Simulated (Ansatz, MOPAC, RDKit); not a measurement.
System: C4H9N (charge 0, singlet). SMILES: NC1CCC1

Atoms: C1, C2, C3, C4, N5, H6, H7, H8, H9, H10, H11, H12, H13, H14. Bonds: C1-C2, C1-C4, C1-H6, C1-H7, C2-C3, C2-H8, C2-H9, C3-C4, C3-N5, C3-H10, C4-H11, C4-H12, N5-H13, N5-H14.

Bond lengths (Å) and angles (degrees) optimised at UFF with RDKit; PM3 with MOPAC; MNDO with MOPAC; PBE/6-31G* with Ansatz (a first-principles code), each started from the B3LYP-D3(BJ)/def2-TZVP structure (Ansatz) of the last column. A row stands for all coordinates that are equal there; 13 of 23 kinds are shown. 6-31G* holds six Cartesian d functions. No wavenumbers were computed at UFF, MNDO, PBE/6-31G*, so these may be saddle points.

| coordinate | UFF | PM3 | MNDO | PBE/6-31G* | B3LYP-D3(BJ)/def2-TZVP |
|---|---|---|---|---|---|
| C1-C2 | 1.523 | 1.541 | 1.547 | 1.554 | 1.549 |
| C1-H6 | 1.112 | 1.100 | 1.105 | 1.103 | 1.090 |
| C1-H7 | 1.112 | 1.100 | 1.105 | 1.102 | 1.089 |
| C2-C3 | 1.525 | 1.553 | 1.562 | 1.553 | 1.545 |
| C2-H8 | 1.113 | 1.101 | 1.104 | 1.104 | 1.091 |
| C3-N5 | 1.461 | 1.475 | 1.460 | 1.463 | 1.455 |
| C3-H10 | 1.114 | 1.115 | 1.118 | 1.114 | 1.099 |
| N5-H13 | 1.046 | 0.998 | 1.010 | 1.029 | 1.015 |
| C2-C1-C4 | 90.2 | 90.4 | 90.4 | 88.1 | 88.3 |
| C1-C2-C3 | 89.9 | 89.5 to 90.0 | 89.3 to 90.1 | 88.2 | 88.5 |
| C2-C3-N5 | 112.1 | 113.7 | 115.2 | 116.4 | 116.5 |
| C2-C1-H6 | 112.6 | 114.8 | 114.6 | 111.8 | 112.0 |
| C2-C1-H7 | 112.6 | 114.7 | 114.6 | 117.8 | 117.4 |

A range marks coordinates that this level makes unequal.

Mean signed difference of all 14 bond lengths from B3LYP-D3(BJ)/def2-TZVP: UFF 0.009 Å, PM3 0.004 Å, MNDO 0.010 Å, PBE/6-31G* 0.011 Å.
